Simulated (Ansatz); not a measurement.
The same path of C2H7AlSSi (12 atoms, charge 0, multiplicity 1) was run twice with different band settings. The coordinate that changes most is the dihedral C2–Si4–S5–H12.

All numbers below come from RKS BHLYP/def2-SVP (Ansatz 0.2.0).

Relaxed end points:

```xyz
12
Properties=species:S:1:pos:R:3
C 1.302 -0.229 -1.126
C 0.277 -0.353 -0.268
Al 0.475 -1.624 1.200
Si -1.222 0.729 -0.477
S -1.510 1.941 1.287
H 1.289 0.458 -1.976
H 2.221 -0.809 -1.032
H 1.902 -2.266 1.400
H -0.743 -2.040 2.105
H -1.084 1.578 -1.685
H -2.474 -0.056 -0.555
H -0.357 2.617 1.163
```

```xyz
12
Properties=species:S:1:pos:R:3
C 1.294 -0.406 -1.301
C 0.360 -0.306 -0.343
Al 0.602 -1.393 1.256
Si -1.027 0.920 -0.552
S -1.121 2.288 1.120
H 1.275 0.187 -2.218
H 2.142 -1.090 -1.227
H 1.874 -2.320 1.334
H -0.462 -1.359 2.419
H -0.804 1.770 -1.745
H -2.333 0.228 -0.664
H -1.723 1.427 1.955
```

Common settings: movable images 5; climbing image yes; optimiser quadratic models (default); start path through a guess of the saddle point; force threshold 0.05 eV/Å; iteration limit 60; end points relaxed.

| run | spring |
| --- | --- |
| 1 | 5.0 eV/Å² |
| 2 | 0.1 eV/Å² |

**Question.** What does each run give, and how far can it be trusted?

**Answer.** Run 1: converged after 10 iterations, highest image 0.119 eV above the first end. A vibrational analysis at the climbing image gives one clearly imaginary mode, 239i cm⁻¹: a first-order saddle point.
Run 2: converged after 10 iterations, highest image 0.119 eV above the first end. Another band between the same ends (5 images) ends at a top of the same energy, where a vibrational analysis finds 1 clearly imaginary mode.
